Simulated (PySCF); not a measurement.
C₄H₈BClSi (SMILES CB(C)C#C[SiH2]Cl), singlet, geometry from GFN2-xTB, with bond 14-7 at 2.4 times its length; CASSCF(4,6)/STO-3G (PySCF).

Input for PySCF:
```python
from pyscf import gto, scf, mcscf
import numpy

mol = gto.Mole()
mol.atom = '''
    Si    1.965060   -0.673716   -0.070562
    Cl    2.743749    1.094004   -0.686553
    C     0.140794   -0.475081    0.119183
    C    -1.059515   -0.332122    0.240915
    B    -2.551328   -0.149333    0.388541
    C    -3.506093   -1.368134    0.087400
    C    -3.112070    1.254297    0.836897
    H     2.546800   -1.010061    1.226997
    H     2.252790   -1.677476   -1.092994
    H    -4.526184   -1.070227   -0.143065
    H    -3.141965   -2.005738   -0.715452
    H    -3.554127   -1.997493    0.977381
    H    -4.098380    1.199563    1.291789
    H    -3.344551    2.765030   -1.289716
    H    -2.446627    1.784519    1.514734
'''
mol.basis = 'sto-3g'
mol.charge = 0
mol.spin = 0
mol.verbose = 4
mol.build()

mf = scf.RHF(mol)
mf.kernel()
mc = mcscf.CASSCF(mf, 6, 4)
mc.fix_spin_(ss=0.0)
mc.kernel()
occ = numpy.linalg.eigvalsh(mc.fcisolver.make_rdm1(mc.ci, mc.ncas, mc.nelecas))[::-1]
ss = mc.fcisolver.spin_square(mc.ci, mc.ncas, mc.nelecas)[0]
print('natural occupations', occ.round(4), ' <S^2>', round(ss, 4))
```

Q: Predict the main parts of the log of this PySCF run.

A: 
```
PySCF version 2.14.0

[INPUT] verbose = 4
[INPUT] num. atoms = 15
[INPUT] num. electrons = 68
[INPUT] charge = 0
[INPUT] spin (= nelec alpha-beta = 2S) = 0
[INPUT] symmetry False subgroup None
[INPUT] Mole.unit = angstrom
[INPUT] Symbol           X                Y                Z      unit          X                Y                Z       unit  Magmom
[...]
nuclear repulsion = 345.134574551302
number of shells = 33
number of NR pGTOs = 153
number of NR cGTOs = 51
basis = sto-3g
ecp = {}

******** <class 'pyscf.scf.hf.RHF'> ********
method = RHF
initial guess = minao
damping factor = 0
level_shift factor = 0
DIIS = <class 'pyscf.scf.diis.CDIIS'>
diis_start_cycle = 1
diis_space = 8
diis_damp = 0
SCF conv_tol = 1e-09
SCF conv_tol_grad = None
SCF max_cycles = 50
direct_scf = True
direct_scf_tol = 1e-13
Set gradient conv threshold to 3.16228e-05
Initial guess from minao.
init E= -918.921526122231
[...]
cycle= 1 E= -918.454149206103  delta_E= 0.467  |g|= 0.364  |ddm|= 4.68
[...]
cycle= 2 E= -918.519827532113  delta_E= -0.0657  |g|= 0.0926  |ddm|= 0.813
[...]
cycle= 3 E= -918.523943596167  delta_E= -0.00412  |g|= 0.0444  |ddm|= 0.207
[...]
cycle= 4 E= -918.524562143665  delta_E= -0.000619  |g|= 0.0194  |ddm|= 0.0708
[...]
cycle= 5 E= -918.524707867352  delta_E= -0.000146  |g|= 0.00465  |ddm|= 0.0271
[...]
cycle= 6 E= -918.524731969985  delta_E= -2.41e-05  |g|= 0.00346  |ddm|= 0.014
[...]
cycle= 7 E= -918.524743296034  delta_E= -1.13e-05  |g|= 0.00154  |ddm|= 0.00911
[...]
cycle= 8 E= -918.524747075129  delta_E= -3.78e-06  |g|= 0.000517  |ddm|= 0.00655
[...]
cycle= 9 E= -918.524747564606  delta_E= -4.89e-07  |g|= 0.000185  |ddm|= 0.00233
[...]
cycle= 10 E= -918.524747630517  delta_E= -6.59e-08  |g|= 5.99e-05  |ddm|= 0.000884
[...]
cycle= 11 E= -918.524747636832  delta_E= -6.31e-09  |g|= 1.38e-05  |ddm|= 0.000279
[...]
cycle= 12 E= -918.524747637105  delta_E= -2.73e-10  |g|= 3.71e-06  |ddm|= 5.33e-05
[...]
Extra cycle  E= -918.524747637118  delta_E= -1.27e-11  |g|= 1.97e-06  |ddm|= 7.98e-06
converged SCF energy = -918.524747637118

******** <class 'pyscf.mcscf.mc1step.CASSCF'> ********
CAS (2e+2e, 6o), ncore = 32, nvir = 13
max_cycle_macro = 50
max_cycle_micro = 4
conv_tol = 1e-07
conv_tol_grad = None
orbital rotation max_stepsize = 0.02
orbital rotation threshold for CI restart = 0.01
augmented hessian ah_max_cycle = 30
augmented hessian ah_conv_tol = 1e-12
augmented hessian ah_linear dependence = 1e-14
augmented hessian ah_level shift = 1e-08
[...]
CASCI E = -918.702187884105  S^2 = 0.0000000
[...]
               |grad[o]|=9.79e-05  |grad[c]|=0.000376  |ddm|=0.000218  |maxRot[o]|=0.00196
macro iter  41 (  3 JK    1 micro), CASSCF E = -918.730702052891  dE = -3.84243663e-07  S^2 = 0.0000000
               |grad[o]|=9.8e-05  |grad[c]|=0.000377  |ddm|=0.000219  |maxRot[o]|=0.00195
macro iter  42 (  3 JK    1 micro), CASSCF E = -918.730702438949  dE = -3.86057877e-07  S^2 = 0.0000000
               |grad[o]|=9.84e-05  |grad[c]|=0.000377  |ddm|=0.000219  |maxRot[o]|=0.00197
macro iter  43 (  3 JK    1 micro), CASSCF E = -918.730702826491  dE = -3.87542286e-07  S^2 = 0.0000000
               |grad[o]|=9.85e-05  |grad[c]|=0.000378  |ddm|=0.00022  |maxRot[o]|=0.00196
macro iter  44 (  3 JK    1 micro), CASSCF E = -918.730703215872  dE = -3.89380148e-07  S^2 = 0.0000000
               |grad[o]|=9.87e-05  |grad[c]|=0.000379  |ddm|=0.00022  |maxRot[o]|=0.00198
macro iter  45 (  3 JK    1 micro), CASSCF E = -918.730703606553  dE = -3.90681407e-07  S^2 = 0.0000000
               |grad[o]|=9.88e-05  |grad[c]|=0.00038  |ddm|=0.000221  |maxRot[o]|=0.00197
macro iter  46 (  3 JK    1 micro), CASSCF E = -918.730703998805  dE = -3.92251650e-07  S^2 = 0.0000000
               |grad[o]|=9.9e-05  |grad[c]|=0.00038  |ddm|=0.000221  |maxRot[o]|=0.00199
macro iter  47 (  3 JK    1 micro), CASSCF E = -918.730704392199  dE = -3.93394089e-07  S^2 = 0.0000000
               |grad[o]|=9.9e-05  |grad[c]|=0.000381  |ddm|=0.000221  |maxRot[o]|=0.00198
macro iter  48 (  3 JK    1 micro), CASSCF E = -918.730704786959  dE = -3.94760150e-07  S^2 = 0.0000000
               |grad[o]|=9.92e-05  |grad[c]|=0.000382  |ddm|=0.000221  |maxRot[o]|=0.00199
macro iter  49 (  3 JK    1 micro), CASSCF E = -918.730705182640  dE = -3.95681468e-07  S^2 = 0.0000000
               |grad[o]|=9.93e-05  |grad[c]|=0.000382  |ddm|=0.000222  |maxRot[o]|=0.00199
macro iter  50 (  3 JK    1 micro), CASSCF E = -918.730705579359  dE = -3.96718633e-07  S^2 = 0.0000000
               |grad[o]|=9.95e-05  |grad[c]|=0.000383  |ddm|=0.000222  |maxRot[o]|=0.002
1-step CASSCF not converged,  50 macro (318 JK  79 micro) steps
CASSCF canonicalization
Density matrix diagonal elements [1.92287364 1.29762959 0.65345186 0.04892465 0.03915221 0.03796805]
CASSCF energy = -918.730705579359
CASCI E = -918.730705579359  E(CI) = -2.85929358155261  S^2 = 0.0000000
natural occupations [1.9258e+00 1.3015e+00 6.9840e-01 7.3000e-02 7.0000e-04 6.0000e-04]  <S^2> 0.0
```

The run did not converge; its last values are not results.
